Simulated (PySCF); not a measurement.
Computed with r2SCAN-D4/def2-TZVP in PySCF. All species are isolated molecules in the gas phase. One relaxed conformer stands for a flexible species; it need not be the lowest. Excitations are Tamm–Dancoff values on a coarser integration grid. The basis has no diffuse functions, so Rydberg states are missing or too high.

Reference species (SMILES): `[Cl][Ga]([Cl])[Cl]` (neutral, multiplicity 1).

| Quantity | Result |
|---|---|
| T1 excitation (TDA) | 5.52 eV |
| S1 oscillator strength | 0.000 |
| HOMO–LUMO gap | 5.78 eV |

Changed species: `[OH][Ga]([OH])[Cl]` (H–O–Ga–Cl torsion 0°, Cl–Ga–O–H torsion 180°) (2 of 3 Cl replaced by OH; the reference has 0 of 3 Cl replaced by OH).

### Question
Predict the effect on the T1 excitation (TDA), S1 oscillator strength and HOMO–LUMO gap.

### Answer
the T1 excitation (TDA) rises by 0.17 eV, to 5.69 eV; the S1 oscillator strength hardly moves; the HOMO–LUMO gap rises by 0.30 eV, to 6.08 eV.
